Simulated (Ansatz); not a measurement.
Relaxation of BClFH$_{6}$NSi (11 atoms, charge 0, multiplicity 1), to a largest force component of 0.03 eV/Å in at most 50 steps.

Method: RKS CAM-B3LYP-D4/def2-SVP (Ansatz).

```xyz
11
Properties=species:S:1:pos:R:3
B 0.146 -0.568 -0.356
N 0.066 0.195 2.274
H -0.879 0.352 2.629
H 0.699 0.817 2.775
Cl 1.498 0.401 -0.953
F -1.071 -0.104 -0.581
Si 0.468 -2.386 0.350
H -0.409 -3.394 -0.325
H 1.888 -2.781 0.131
H 0.194 -2.538 1.813
H 0.322 -0.788 2.488
```

Task: Where does it end, and by what steps?

Result: The forces met the threshold. After 17 steps the energy has fallen by 0.971 eV; H10 moved furthest, 1.18 Å. Joined: B1–N2 (2.74 → 1.64 Å).

| step | energy less start (eV) | largest force component (eV/Å) | accepted |
| --- | --- | --- | --- |
| 0 | 0.0000 | 1.036 | yes |
| 1 | -0.0996 | 1.003 | yes |
| 2 | -0.1967 | 1.501 | yes |
| 3 | -0.3339 | 1.055 | yes |
| 4 | -0.6000 | 1.396 | yes |
| 5 | -0.8003 | 0.869 | yes |
| 6 | -0.8450 | 0.326 | yes |
| 7 | -0.8559 | 0.182 | yes |
| 8 | -0.8663 | 0.206 | yes |
| 9 | -0.8762 | 0.215 | yes |
| 10 | -0.8837 | 0.570 | yes |
| 11 | -0.9244 | 0.196 | yes |
| 12 | -0.9470 | 0.339 | yes |
| 13 | -0.9643 | 0.126 | yes |
| 14 | -0.9684 | 0.097 | yes |
| 15 | -0.9692 | 0.117 | yes |
| 16 | -0.9707 | 0.044 | yes |
| 17 | -0.9711 | 0.010 | yes |

```xyz
11
Properties=species:S:1:pos:R:3
B 0.032 -0.484 0.402
N 0.268 0.147 1.901
H -0.426 -0.201 2.568
H 0.176 1.166 1.829
Cl 1.341 0.384 -0.601
F -1.238 -0.064 0.078
Si 0.323 -2.506 0.435
H 0.208 -3.118 -0.919
H 1.682 -2.841 0.971
H -0.649 -3.214 1.333
H 1.206 -0.063 2.250
```

Whether the end is a true minimum wasn't checked by a vibrational analysis.

The run took 33 s on 4 threads of Intel(R) Xeon(R) Platinum 8488C (Sapphire Rapids), with other jobs on the host, peak memory 0.31 GiB.
